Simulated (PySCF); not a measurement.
GeF3, optimised at PBE0/def2-TZVP:

```xyz
4

Ge    -0.0632     0.0164     0.0162
F      0.0158     0.6472    -1.5828
F      0.0065    -1.6968    -0.1298
F      1.3876     0.4993     0.8054
```

Method: PySCF energies (xtb for GFN2) plus ideal-gas RRHO corrections (1 bar). 6-31G* has spherical d functions here. Open shells (unrestricted): GeF3 (multiplicity 2). GFN2 has no spin-polarisation term. B3LYP is the form with VWN-RPA correlation. Ge: all electrons, no relativistic terms. GeF3: computed as isolated molecules; such fragments, hydroxides, amides, oligomers or adducts are transient or little studied in the gas.

Task: List the harmonic frequencies (cm⁻¹, unscaled) at this level and at the other levels, each on its own geometry.

Result: 
- PBE0/def2-TZVP: 210, 211, 266, 699, 728, 728
- B3LYP/6-31G*: 206, 206, 256, 675, 716, 716
- GFN2-xTB: 108, 108, 140, 338, 358, 358
- HF/6-31G*: 238, 238, 302, 766, 795, 795
- PBE/def2-SVP: 196, 196, 242, 648, 692, 692
